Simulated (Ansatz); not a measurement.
The cluster Ge3O4⁺: single points at one geometry.

```yaml
crystal:
  periodic: [false, false, false]
  atoms:
    - {symbol: Ge, position_ang: [-0.895876, 0.942213, -0.653104]}
    - {symbol: Ge, position_ang: [2.327026, -0.093935, 0.332152]}
    - {symbol: Ge, position_ang: [-2.639448, -0.861967, 0.194707]}
    - {symbol: O, position_ang: [-1.906350, 0.714380, 0.821393]}
    - {symbol: O, position_ang: [-1.549833, -0.616325, -1.278409]}
    - {symbol: O, position_ang: [0.942340, 0.683930, -0.195611]}
    - {symbol: O, position_ang: [3.722131, -0.768306, 0.778871]}
basis:
  gaussian: {orbitals: def2-TZVP, initial_orbitals: start.molden}
total_charge: 1
magnetization: {spin_polarized: true, initial_magnetization: 1}
hamiltonian: {xc: pbe}
correlation: {method: rpa}
scf: {omitted_lower_state_checks: [starts]}
```

The file start.molden holds the orbitals of an earlier run on this structure, at another level or in another basis.

```sh
$ ansatz run in.yaml --threads 4 --pin off --events-out ev --progress --plain --max-ram 4787MiB
```

Shortened log:

```
Functional definition: PBE
1786 factors; integrals over basis functions are off by at most 8.6e-4 eV
mean field evaluation 1: about -177705.8957 eV, gradient 1.2e1 eV
mean field evaluation 2: about -177706.2289 eV, gradient 4.3e-1 eV
mean field evaluation 4: about -177706.2336 eV, gradient 2.7e-2 eV
mean field evaluation 8: about -177706.2336 eV, gradient 2.3e-6 eV
mean field -177706.23360020 eV, -6530.5836311959 hartree, gradient 2.3e-6 eV, S^2 0.753580; 0 other end points of the search recorded, 0 dependent functions left out
31 core orbitals not correlated: weight in the atoms' cores, before any rotation towards them, 1.000 or more for the frozen orbitals, at most 0.000 for the correlated occupied ones
reference -177561.44057004 eV, -6525.2625854818 hartree; 33, 32 occupied and 204, 205 virtual orbitals, 1786 factors
Total energy: -177627.17263488 eV, -6527.6781943100 hartree
Checks for a lower state left out: starts
```

Hardware: 4 threads of Arm Neoverse V1 on a shared host. Wall time 18 s, peak host memory 0.9 GiB.

As the first input, with `gaussian: {orbitals: def2-SVP, initial_orbitals: start.molden}`, `hamiltonian: {xc: pbe0, dispersion: d4}`, `output: {orbitals: {seedname: orbitals}}` and without the key `correlation` (abridged; 7 s):

```
Functional definition: PBE0
mean field -177677.34158482 eV, -6529.5218692144 hartree, gradient 1.4e-5 eV, S^2 0.758238
Total energy: -177677.57194971 eV, -6529.5303349679 hartree
Checks for a lower state left out: starts
```

Geometry: r2SCAN-D4/def2-SVP.

Correlated methods freeze 31 core orbitals; core or outer-core shells of Ge are correlated, in sets that lack core-valence functions. Another isomer (doublet) lies 1.84 eV lower at PBE0-D4/def2-TZVP; other spin states weren't run for this one.
